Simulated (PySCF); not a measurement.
## Cd²⁺ (cadmium, charge +2) across methods

[Kr] 4d9 5p1, one real determinant (an excited configuration). Calculation: PySCF 2.14, in x2c-QZVPPall with one added diffuse shell each of s, p, d, f, g type (14s9p8d5f3g, 143 functions); scalar relativity by spin-free X2C-1e.

| method | E (hartree) | mean ε 4d α (eV) | mean ε 4d β (eV) | mean ε 5p α (eV) | Σ⟨r²⟩ (bohr²) | ⟨S²⟩ |
| --- | --- | --- | --- | --- | --- | --- |
| LDA | -5586.77 | -36.670 | -35.774 | -17.685 | 35.37 | 2.000 |
| UHF | -5589.94846 | -45.081 | -43.824 | -19.708 | 35.91 | 2.002 |
| r2SCAN | -5592.47 | -37.018 | -36.030 | -17.679 | 35.37 | 2.001 |
| PBE0 | -5592.13 | -38.901 | -37.924 | -18.224 | 35.44 | 2.001 |
| PBE | -5592.05 | -36.476 | -35.578 | -17.541 | 35.44 | 2.000 |

⟨L²⟩ = 8.01 against 12 for a pure F term, so this real determinant mixes terms.
